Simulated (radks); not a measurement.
Task: Species: Te I. Configuration: [Kr] 4d10 5s1.5 5p4.5 (fractional occupations, a model configuration). Method: Dirac Kohn-Sham, LDA (Slater exchange, Perdew-Zunger correlation), spin-unpolarised, spherical densities, finite nucleus; open shells are shared between the two j in proportion to 2j + 1; Fermi nuclear charge, rms radius 4.7423 fm; computed with a radial shooting solver on a logarithmic mesh with Libxc functionals. Some entries of the table are withheld. Estimate them.

| orbital | occ. | eigenvalue (hartree) | <r> (bohr) |
|---|---|---|---|
| 1s1/2 | 2 | -1160.154 | 0.02784 |
| 2s1/2 | 2 | -177.9131 | 0.1195 |
| 2p1/2 | 2 | -166.7880 | 0.1009 |
| 2p3/2 | 4 | -156.7149 | 0.1064 |
| 3s1/2 | 2 | -35.40898 | 0.3224 |
| 3p1/2 | 2 | -30.82514 | 0.3126 |
| 3p3/2 | 4 | -28.94835 | 0.3240 |
| 3d3/2 | 4 | (1) | 0.2949 |
| 3d5/2 | 6 | (2) | 0.2985 |
| 4s1/2 | 2 | -6.04640 | 0.7646 |
| 4p1/2 | 2 | -4.46858 | 0.8014 |
| 4p3/2 | 4 | -4.10828 | 0.8305 |
| 4d3/2 | 4 | -1.58783 | 0.9651 |
| 4d5/2 | 6 | -1.53349 | 0.9775 |
| 5s1/2 | 1.5 | -0.57795 | (3) |
| 5p1/2 | 1.5 | (4) | (5) |
| 5p3/2 | 3 | (6) | (7) |
| 6s1/2 | 0 | -0.01968 | 7.245 |

Result: 
(1) 3d3/2 eigenvalue (hartree): -20.82815
(2) 3d5/2 eigenvalue (hartree): -20.43524
(3) 5s1/2 <r> (bohr): 2.067
(4) 5p1/2 eigenvalue (hartree): -0.25628
(5) 5p1/2 <r> (bohr): 2.548
(6) 5p3/2 eigenvalue (hartree): -0.22532
(7) 5p3/2 <r> (bohr): 2.678
